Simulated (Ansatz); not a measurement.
Isolated molecules relaxed with PBE0-D4/def2-TZVP in Ansatz; ΔE leaves out vibrations. CCSD(T)/CBS is the MP2 limit (def2-TZVPP, def2-QZVPP) plus CCSD(T) − MP2 in def2-TZVPP, frozen cores. This one scheme is used for every species. Each species was taken in one conformer, which may not be the lowest.

`C[SiH](F)S[SiH](O)O` → `C[Si]F` + `O[SiH](O)S`  (silylene formation by 1,1-elimination)

```tsv
level	ΔE (kJ/mol)
SCS-MP2/def2-TZVPP	281.7
CCSD(T)/def2-TZVPP	274.9
MP2/CBS(def2)	302.6
CCSD/CBS(def2)	276.4
```

(1) What does CCSD(T)/CBS give? (Estimate.)

Largest T1 diagnostic among the species: 0.014.

Results:

(1) Computed: +281.1 kJ/mol. The listed levels differ from it by 0.6, -6.2, 21.5, -4.7 kJ/mol.

From PBE to PBE0 (25 % exact exchange), in def2-TZVPP and without D4, ΔE moves by +16.1 kJ/mol. In def2-TZVPP, CCSD(T) changes the Hartree–Fock value by +12.5 kJ/mol (the triples alone add +4.7 kJ/mol) and MP2 by +34.1 kJ/mol.
